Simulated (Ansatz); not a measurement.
Consider the formal exchange of groups at the Si–O bond: `N[SiH](Cl)O[SiH3]` + `C/N=C/S` → `[SiH3]/N=C\S` + `CO[SiH](N)Cl`.

Gas-phase electronic energies from Ansatz, PBE0-D4/def2-TZVP geometries. CCSD(T)/CBS is the MP2 limit (def2-TZVPP, def2-QZVPP) plus CCSD(T) − MP2 in def2-TZVPP, frozen cores. Double bonds are as drawn, so ΔE can hold a change between cis and trans. DFT in def2-TZVPP. Each species was taken in one conformer, which may not be the lowest.

`N[SiH](Cl)O[SiH3]`:

Cartesian coordinates in Å:
```
N -2.026 -0.444 0.876
Si -0.951 -0.291 -0.421
Cl -0.123 -2.077 -1.068
O 0.288 0.642 0.048
Si 1.919 0.800 -0.072
H -1.692 -0.673 1.799
H -2.956 -0.797 0.720
H -1.673 0.259 -1.583
H 2.273 2.133 0.472
H 2.594 -0.258 0.720
H 2.347 0.707 -1.491
```

`C/N=C/S`:

Z-matrix (Å, degrees):
```
C
N 1 1.438
H 1 1.100 2 113.6
H 1 1.093 2 109.3 3 121.7
H 1 1.093 2 109.3 3 -121.7
C 2 1.255 1 118.0 3 0.0
S 6 1.754 2 120.4 1 180.0
H 6 1.098 2 124.1 1 -0.0
H 7 1.341 6 95.5 2 -180.0
```

`[SiH3]/N=C\S`:

Z-matrix (Å, degrees):
```
Si
N 1 1.724
H 1 1.483 2 107.6
H 1 1.497 2 115.1 3 120.7
H 1 1.483 2 107.6 3 -118.7
C 2 1.252 1 134.7 3 -121.7
S 6 1.769 2 130.8 1 0.0
H 6 1.097 2 120.6 1 -179.9
H 7 1.345 6 96.7 2 0.1
```

`CO[SiH](N)Cl`:

```xyz
11

C    -0.207   -0.264   -1.886
O    -0.079   -0.640   -0.532
Si   -0.020    0.415    0.710
N     0.194   -0.343    2.205
Cl    1.587    1.665    0.397
H     0.682    0.273   -2.230
H    -1.085    0.373   -2.045
H    -0.324   -1.171   -2.480
H    -1.253    1.232    0.729
H    -0.576   -0.802    2.663
H     1.082   -0.737    2.469
```

CCSD(T)/CBS gives +1.05 eV.

(1) Another level gave +0.87 eV. Which?
A. PBE0-D4/def2-TZVPP
B. CAM-B3LYP-D4/def2-TZVPP
C. revPBE-D4/def2-TZVPP
D. SCS-MP2/def2-TZVPP

Largest T1 diagnostic among the species: 0.015.

Answers

(1) C. revPBE-D4 0.87, CAM-B3LYP-D4 1.02, PBE0-D4 0.96, SCS-MP2/def2-TZVPP 1.07 eV.

From PBE to PBE0 (25 % exact exchange), in def2-TZVPP and without D4, ΔE moves by +0.08 eV. Leaving LDA and LC-ωPBE aside and taking each functional with its dispersion term where it has one, the values, not all of them listed here, spread over 0.19 eV, from revPBE-D4 to BHLYP-D4. In def2-TZVPP, CCSD(T) changes the Hartree–Fock value by −0.10 eV (the triples alone add −0.03 eV) and MP2 by −0.09 eV.
